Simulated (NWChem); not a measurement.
System meant: WH$_{2}$SO$_{3}$; SMILES [O]=[W](=[O])([OH])[SH]

The following NWChem deck was run.

```
start job
memory heap 200 mb stack 900 mb global 1100 mb
geometry units angstroms noautoz
  W      0.026095     0.181797     0.063296
  O      1.093131     0.578696     1.329854
  O      0.651071     0.765199    -1.406838
  O     -1.665544     0.913540     0.430577
  H     -2.253714     1.434878    -0.126567
  S     -0.024832    -2.157970    -0.168992
  H      0.019422    -2.397541     1.163174
end
basis spherical
  W library def2-svp
  O library def2-svp
  H library def2-svp
  S library def2-svp
end
dft
  xc xpbe96 cpbe96
  iterations 150
  mulliken
end
task dft energy
```

End of the output:

```
          Convergence Information
          -----------------------
          Convergence aids based upon iterative change in
          total energy or number of iterations.
          Levelshifting, if invoked, occurs when the
          HOMO/LUMO gap drops below (HL_TOL):  1.00D-02
          DIIS, if invoked, will attempt to extrapolate
          using up to (NFOCK): 10 stored Fock matrices.

                    Damping( 0%)  Levelshifting(0.5)       DIIS
                  --------------- ------------------- ---------------
          dE  on:    start            ASAP                start
          dE off:    2 iters        150 iters           150 iters

      Screening Tolerance Information
      -------------------------------
          Density screening/tol_rho:  1.00D-10
          AO Gaussian exp screening on grid/accAOfunc:  14
          CD Gaussian exp screening on grid/accCDfunc:  20
          XC Gaussian exp screening on grid/accXCfunc:  20
          Schwarz screening/accCoul:  1.00D-08

      Superposition of Atomic Density Guess
      -------------------------------------

      charge =      74.0 W (Tungsten)

      symmetry species            s     p     d     f
      number of basis functions = 7     6     5     1
      number of cont. functions = 6     3     2     1
      number of closed shells   = 6     4     2     1
      number of open shells     = 0     0     1     0
      open shell occupation     = 0     0     4     0
 ------------------------------------------------------------------------
 atomscf:atomd: error in atom scf                   0
 ------------------------------------------------------------------------
 ------------------------------------------------------------------------
  current input line :
    23: task dft energy
 ------------------------------------------------------------------------
 ------------------------------------------------------------------------
 This error has not yet been assigned to a category
 ------------------------------------------------------------------------
 For more information see the NWChem manual at https://nwchemgit.github.io

0:atomscf:atomd: error in atom scf:Received an Error in Communication
```

**Question.** What is wrong, and how is it mended?

**Answer.** The run crashed. Cause: the def2 basis of a heavy element holds valence functions alone and wants its effective core potential (without it all electrons must fit into that basis). This input runs:
```
start job
memory heap 200 mb stack 900 mb global 1100 mb
geometry units angstroms noautoz
  W      0.026095     0.181797     0.063296
  O      1.093131     0.578696     1.329854
  O      0.651071     0.765199    -1.406838
  O     -1.665544     0.913540     0.430577
  H     -2.253714     1.434878    -0.126567
  S     -0.024832    -2.157970    -0.168992
  H      0.019422    -2.397541     1.163174
end
basis spherical
  * library def2-svp
end
ecp
  W library def2-ecp
end
dft
  xc xpbe96 cpbe96
  iterations 150
  mulliken
end
task dft energy
```
It converges to -691.70477 Ha (PBE/def2-SVP with def2 effective core potentials on W).
